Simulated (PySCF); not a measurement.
F$_{2}$Sc, doublet, geometry from GFN2-xTB (such geometries of metal compounds can be far from the true shape) (the multiplicity is a formal guess), atoms displaced at random by about 0.08 Å a coordinate; PySCF with B3LYP/def2-SVP, gradient by finite differences.

PySCF was given this input:
```python
from pyscf import gto, scf, dft

mol = gto.M(
    atom='''
Sc    0.427360    0.356887    0.212223
F    -0.800293    0.634927   -1.266144
F    -0.323888   -1.227314    0.689541
''',
    basis='def2-svp',
    charge=0,
    spin=1,
    verbose=4,
)

mf = dft.UKS(mol)
mf.xc = 'b3lyp'
mf.conv_tol = 1e-11
mf.kernel()
scan, done = mf.as_scanner(), []
scan.scf_summary = {}
def energy(d):
    c = mol.atom_coords()
    c[0, 0] += d
    e = scan(mol.set_geom_(c, unit='Bohr', inplace=False))
    done.append(scan.converged)
    return e
h = 0.05
fd = (energy(h) - energy(-h)) / (2 * h)
print('dE/dx =', fd)
```

It wrote (shortened):

```
PySCF version 2.14.0

[INPUT] verbose = 4
[INPUT] num. atoms = 3
[INPUT] num. electrons = 39
[INPUT] charge = 0
[INPUT] spin (= nelec alpha-beta = 2S) = 1
[INPUT] symmetry False subgroup None
[INPUT] Mole.unit = angstrom
[INPUT] Symbol           X                Y                Z      unit          X                Y                Z       unit  Magmom
[...]
nuclear repulsion = 122.181434488054
number of shells = 23
number of NR pGTOs = 121
number of NR cGTOs = 59
basis = def2-svp
ecp = {}

******** <class 'pyscf.dft.uks.UKS'> ********
method = UKS
initial guess = minao
damping factor = 0
level_shift factor = 0
DIIS = <class 'pyscf.scf.diis.CDIIS'>
diis_start_cycle = 1
diis_space = 8
diis_damp = 0
SCF conv_tol = 1e-11
SCF conv_tol_grad = None
SCF max_cycles = 50
direct_scf = True
direct_scf_tol = 1e-13
number electrons alpha = 20  beta = 19
XC library pyscf.dft.libxc version 7.1.2
    S. Lehtola, C. Steigemann, M. J. T. Oliveira, and M. A. L. Marques,  SoftwareX 7, 1–5 (2018)
XC functionals = b3lyp
    P. J. Stephens, F. J. Devlin, C. F. Chabalowski, and M. J. Frisch,  J. Phys. Chem. 98, 11623 (1994)
radial grids:
    Treutler-Ahlrichs [JCP 102, 346 (1995); DOI:10.1063/1.469408] (M4) radial grids

becke partition: Becke, JCP 88, 2547 (1988); DOI:10.1063/1.454033
pruning grids: <function nwchem_prune>
grids dens level: 3
symmetrized grids: False
atomic radii adjust function: <function treutler_atomic_radii_adjust>
small_rho_cutoff = 0
Set gradient conv threshold to 3.16228e-06
tot grids = 49168
init E= -959.901210851752

cycle= 1 E= -960.07538700793  delta_E= -0.174  |g|= 0.585  |ddm|=    2
cycle= 2 E= -959.973378095109  delta_E= 0.102  |g|= 0.886  |ddm|= 1.57
cycle= 3 E= -960.220589973652  delta_E= -0.247  |g|= 0.235  |ddm|= 0.793
cycle= 4 E= -960.261939550423  delta_E= -0.0413  |g|= 0.0686  |ddm|= 0.438
cycle= 5 E= -960.26746575363  delta_E= -0.00553  |g|= 0.0219  |ddm|= 0.255
cycle= 6 E= -960.267907321726  delta_E= -0.000442  |g|= 0.026  |ddm|= 0.0835
cycle= 7 E= -960.268334941273  delta_E= -0.000428  |g|= 0.00876  |ddm|= 0.0385
cycle= 8 E= -960.268457268677  delta_E= -0.000122  |g|= 0.00371  |ddm|= 0.0403
cycle= 9 E= -960.268483395122  delta_E= -2.61e-05  |g|= 0.00111  |ddm|= 0.0174
cycle= 10 E= -960.268490093904  delta_E= -6.7e-06  |g|= 0.00039  |ddm|= 0.0103
cycle= 11 E= -960.268492062095  delta_E= -1.97e-06  |g|= 0.000106  |ddm|= 0.00755
cycle= 12 E= -960.268492183556  delta_E= -1.21e-07  |g|= 2.55e-05  |ddm|= 0.00223
cycle= 13 E= -960.26849218474  delta_E= -1.18e-09  |g|= 1.34e-05  |ddm|= 0.000115
cycle= 14 E= -960.268492185138  delta_E= -3.98e-10  |g|= 4.24e-06  |ddm|= 6.79e-05
cycle= 15 E= -960.268492185193  delta_E= -5.48e-11  |g|= 2.68e-06  |ddm|= 2.81e-05
cycle= 16 E= -960.268492185198  delta_E= -5e-12  |g|= 1.45e-06  |ddm|= 1.03e-05
Extra cycle  E= -960.268492185206  delta_E= -8.41e-12  |g|= 2.43e-06  |ddm|= 3.98e-06
converged SCF energy = -960.268492185206  <S^2> = 0.75078207  2S+1 = 2.0007819
Create scanner for <class 'pyscf.dft.uks.UKS'>

WARN: Mole.unit (angstrom) is changed to Bohr

New geometry
   1 Sc     0.453818860546   0.356887000000   0.212223000000 AA    0.857593356594   0.674418687418   0.401043347334 Bohr
   2 F     -0.800293000000   0.634927000000  -1.266144000000 AA   -1.512334589407   1.199838139092  -2.392665394261 Bohr
   3 F     -0.323888000000  -1.227314000000   0.689541000000 AA   -0.612059615033  -2.319287328844   1.303043641659 Bohr

******** <class 'pyscf.scf.hf.UKS_Scanner'> ********
method = UKS_Scanner
initial guess = minao
damping factor = 0
level_shift factor = 0
DIIS = <class 'pyscf.scf.diis.CDIIS'>
diis_start_cycle = 1
diis_space = 8
diis_damp = 0
SCF conv_tol = 1e-11
SCF conv_tol_grad = None
SCF max_cycles = 50
direct_scf = True
direct_scf_tol = 1e-13
number electrons alpha = 20  beta = 19
XC library pyscf.dft.libxc version 7.1.2
    S. Lehtola, C. Steigemann, M. J. T. Oliveira, and M. A. L. Marques,  SoftwareX 7, 1–5 (2018)
XC functionals = b3lyp
[...]
cycle= 4 E= -960.265880555887  delta_E= -1.35e-06  |g|= 0.000451  |ddm|= 0.00229
cycle= 5 E= -960.265880839831  delta_E= -2.84e-07  |g|= 0.000292  |ddm|= 0.00135
cycle= 6 E= -960.265880978375  delta_E= -1.39e-07  |g|= 0.000161  |ddm|= 0.000871
cycle= 7 E= -960.2658811246  delta_E= -1.46e-07  |g|= 7.53e-05  |ddm|= 0.00135
cycle= 8 E= -960.265881232735  delta_E= -1.08e-07  |g|= 4.25e-05  |ddm|= 0.00214
cycle= 9 E= -960.265881238765  delta_E= -6.03e-09  |g|= 1.69e-05  |ddm|= 0.00037
cycle= 10 E= -960.26588124042  delta_E= -1.65e-09  |g|= 7.68e-06  |ddm|= 0.00023
cycle= 11 E= -960.265881240659  delta_E= -2.4e-10  |g|= 3.16e-06  |ddm|= 6.16e-05
cycle= 12 E= -960.265881240765  delta_E= -1.05e-10  |g|= 1.49e-06  |ddm|= 4.85e-05
cycle= 13 E= -960.265881240788  delta_E= -2.36e-11  |g|= 9.59e-07  |ddm|= 1.92e-05
cycle= 14 E= -960.265881240793  delta_E= -4.32e-12  |g|= 3.4e-07  |ddm|= 1.48e-05
Extra cycle  E= -960.265881240792  delta_E= 4.55e-13  |g|= 5.6e-07  |ddm|= 1.55e-06
converged SCF energy = -960.265881240792  <S^2> = 0.75082069  2S+1 = 2.0008205

WARN: Mole.unit (angstrom) is changed to Bohr

New geometry
   1 Sc     0.400901139454   0.356887000000   0.212223000000 AA    0.757593356594   0.674418687418   0.401043347334 Bohr
   2 F     -0.800293000000   0.634927000000  -1.266144000000 AA   -1.512334589407   1.199838139092  -2.392665394261 Bohr
   3 F     -0.323888000000  -1.227314000000   0.689541000000 AA   -0.612059615033  -2.319287328844   1.303043641659 Bohr

******** <class 'pyscf.scf.hf.UKS_Scanner'> ********
method = UKS_Scanner
initial guess = minao
damping factor = 0
level_shift factor = 0
DIIS = <class 'pyscf.scf.diis.CDIIS'>
diis_start_cycle = 1
diis_space = 8
diis_damp = 0
SCF conv_tol = 1e-11
SCF conv_tol_grad = None
SCF max_cycles = 50
direct_scf = True
direct_scf_tol = 1e-13
number electrons alpha = 20  beta = 19
XC library pyscf.dft.libxc version 7.1.2
    S. Lehtola, C. Steigemann, M. J. T. Oliveira, and M. A. L. Marques,  SoftwareX 7, 1–5 (2018)
XC functionals = b3lyp
    P. J. Stephens, F. J. Devlin, C. F. Chabalowski, and M. J. Frisch,  J. Phys. Chem. 98, 11623 (1994)
radial grids:
    Treutler-Ahlrichs [JCP 102, 346 (1995); DOI:10.1063/1.469408] (M4) radial grids

becke partition: Becke, JCP 88, 2547 (1988); DOI:10.1063/1.454033
pruning grids: <function nwchem_prune>
grids dens level: 3
symmetrized grids: False
atomic radii adjust function: <function treutler_atomic_radii_adjust>
small_rho_cutoff = 0
Set gradient conv threshold to 3.16228e-06
tot grids = 49168
init E= -960.28672247844
cycle= 1 E= -960.270590662923  delta_E= 0.0161  |g|= 0.0206  |ddm|= 0.0659
cycle= 2 E= -960.269904524533  delta_E= 0.000686  |g|= 0.0468  |ddm|= 0.0495
cycle= 3 E= -960.270790186658  delta_E= -0.000886  |g|= 0.00316  |ddm|= 0.0329
cycle= 4 E= -960.270794866133  delta_E= -4.68e-06  |g|= 0.000981  |ddm|= 0.00424
cycle= 5 E= -960.270795895353  delta_E= -1.03e-06  |g|= 0.000705  |ddm|= 0.00249
cycle= 6 E= -960.270796566719  delta_E= -6.71e-07  |g|= 0.000282  |ddm|= 0.00191
cycle= 7 E= -960.270797155788  delta_E= -5.89e-07  |g|= 0.000143  |ddm|= 0.0028
cycle= 8 E= -960.270797534673  delta_E= -3.79e-07  |g|= 8.19e-05  |ddm|= 0.004
cycle= 9 E= -960.270797552108  delta_E= -1.74e-08  |g|= 2.92e-05  |ddm|= 0.000586
cycle= 10 E= -960.270797556907  delta_E= -4.8e-09  |g|= 1.22e-05  |ddm|= 0.000387
cycle= 11 E= -960.270797557545  delta_E= -6.38e-10  |g|= 5.45e-06  |ddm|= 9.5e-05
cycle= 12 E= -960.27079755781  delta_E= -2.65e-10  |g|= 2.2e-06  |ddm|= 8e-05
cycle= 13 E= -960.270797557856  delta_E= -4.57e-11  |g|= 1.43e-06  |ddm|= 3.06e-05
cycle= 14 E= -960.270797557868  delta_E= -1.21e-11  |g|= 5.9e-07  |ddm|= 1.56e-05
cycle= 15 E= -960.270797557863  delta_E= 5e-12  |g|= 5.11e-07  |ddm|= 3.17e-06
Extra cycle  E= -960.270797557868  delta_E= -5e-12  |g|= 1.03e-06  |ddm|= 1.52e-06
converged SCF energy = -960.270797557868  <S^2> = 0.7507459  2S+1 = 2.0007458
dE/dx = 0.04916317075526422
```
